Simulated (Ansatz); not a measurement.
Reaction (ligand exchange at the Si–S bond): `[SiH3]S[SiH2]S` + HCl → `[SiH3]S[SiH2]Cl` + H₂S

Calculated with Ansatz (gas phase, PBE0-D4/def2-TZVP geometries, no zero-point term in ΔE). CCSD(T)/CBS adds triple-zeta CCSD(T) − MP2 to the extrapolated MP2 energy (def2 sets, frozen cores). This one scheme is used for every species. Each species was taken in one conformer, which may not be the lowest.

| species | CCSD(T)/CBS(def2) energy (Eh) |
| --- | --- |
| `[SiH3]S[SiH2]S` | -1377.39077 |
| HCl | -460.38127 |
| `[SiH3]S[SiH2]Cl` | -1438.81399 |
| H₂S | -398.97279 |

**Question.** Work out ΔE.

**Answer.** ΔE = (-1438.81399) + (-398.97279) − (-1377.39077) − (-460.38127) = -0.01474 Eh = -0.40 eV.

Largest T1 diagnostic among the species: 0.012.

The D4 term adds +0.04 eV with B3LYP and +0.02 eV with PBE0; it sums over pairs of atoms, weighted by their polarisabilities, and B3LYP, whose exchange is more repulsive, gets the larger term. In def2-TZVPP, CCSD(T) changes the Hartree–Fock value by +0.14 eV (the triples alone add +0.02 eV) and MP2 by +0.14 eV.

B3LYP here is the variant with VWN-RPA as its local correlation; programs differ in this.
